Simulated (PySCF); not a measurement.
**Electron correlation in Xe (xenon, neutral)**

[Kr] 4d10 5s1 5p6 6s1, high-spin 3S determinant (an excited configuration). Calculation: PySCF 2.14, in aug-cc-pVQZ-PP with ECP28MDF; a scalar-relativistic core potential. Frozen: 4s2 4p6 4d10; 8 electrons correlated.

```
  level  correlation energy (mhartree)
   CCSD                        -288.38
    (T)                         -47.15
CCSD(T)                        -335.53
```

Diagnostics: T1 = 0.016, D1 = 0.0374, largest double amplitude 0.225.

**Question.** Is a single reference adequate?

**Answer.** Not fully. The outer electron is Rydberg-like, and this basis confines it to a smaller radius and binds it less than a complete one would. A double-excitation amplitude exceeds 0.15, a sign of near-degeneracy.
